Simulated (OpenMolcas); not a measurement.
# Tb2+: the spin-orbit constant, worked from levels

```json
{"Program": "OpenMolcas 26.06", "Basis": "ANO-R3 [9s8p5d5f3g2h]", "Scalar Hamiltonian": "X2C, finite nucleus", "Active space": "9 electrons in 7 orbitals (4f)", "State averaging": "2S+1 = 6 odd, 21 roots; 2S+1 = 4 odd, 224 roots (128 in the spin-orbit step); 2S+1 = 2 odd, 249 roots kept (CI in the orbitals of an earlier block, 143 in the spin-orbit step)", "Spin-orbit coupling": "state interaction with AMFI integrals over the reference wave functions, term energies averaged over their components"}
```

Methods: CASSCF; MS-CASPT2, IPEA 0.25 Eh, imaginary shift 0.1 Eh (closed shells correlated: 5s 5p). Measured levels: Martin, Zalubas and Hagan, Atomic Energy Levels: The Rare-Earth Elements, NSRDS-NBS 60 (1978).

**The spin-orbit constant.** For the Hund term ⁶H° of f9, E(J) = (A/2) J(J+1) + constant and ζ = -2S·A = -5A. From J = 5/2 to J = 15/2 the energy changes by 27.5 A.

```tsv
Source	E(15/2) - E(5/2)	A	ζ
CASSCF	-8946.3	-325.3	1627
MS-CASPT2	-8874.2	-322.7	1613
measured	-8285.9	-301.3	1507
```

All in cm-1. MS-CASPT2 is off by +7.1 % and CASSCF by +8.0 %. Both methods take the spin-orbit matrix elements from the reference wave functions, so the second can move ζ only through the term energies and any multistate remixing. Second-order mixing with other terms is absorbed into this ζ.

CASPT2 does not keep the components of a term degenerate, so their means are used; among the terms shown or strongly mixed into the levels shown the widest spread is 320 cm-1 (4f⁹ ⁶H°, MS-CASPT2). High states are left out of the spin-orbit mixing, which shifts the levels that they would mix with. Without dynamic correlation excited terms often stand tens of per cent too high (terms of higher spin than the ground term too low), and those without a measured partner can miss by more than the paired ones (holds for CASSCF). Blocks of more than 70 roots (2S+1 = 4 odd, 2 odd) ran without multistate coupling (holds for MS-CASPT2). Computed and measured levels are paired by configuration, term and J; levels that our copy of the source lacks, or whose pairing is in doubt (as where it misses far off the trend of its configuration), stay unpaired and out of the deviations. Only configurations of the active space appear.

° marks odd parity.
